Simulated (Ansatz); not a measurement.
System: TeF3 (charge -1, singlet). 
Geometry from a B3LYP-D3(BJ)/def2-TZVP (Ansatz, a quantum-chemistry and plane-wave program) optimisation:
```xyz
4

Te    -0.0026    -0.2507     0.0681
F      2.0578    -0.1135     0.0136
F      0.0166     1.6278    -0.4422
F     -2.0597    -0.0657     0.0351
```
Charge -1, spin multiplicity 1.

Basis-set convergence of Hartree-Fock and CCSD correlation energies (hartree) with Ansatz. Correlated levels leave the core frozen unless marked. Spin-orbit coupling is left out. The frozen core is the preceding noble-gas configuration, with the filled d and f shells of earlier blocks. Past Kr the def2 sets carry scalar-relativistic core potentials. This anion needs diffuse functions, which these sets lack.

| basis | functions | E(HF) | E(corr, CCSD) |
|---|---|---|---|
| def2-SVP | 68 | -565.08884 | -0.68333 |
| def2-TZVPP | 143 | ? | ? |

Complete the blanks.


- def2-TZVPP, E(HF): -565.50727
- def2-TZVPP, E(corr, CCSD): -0.92176
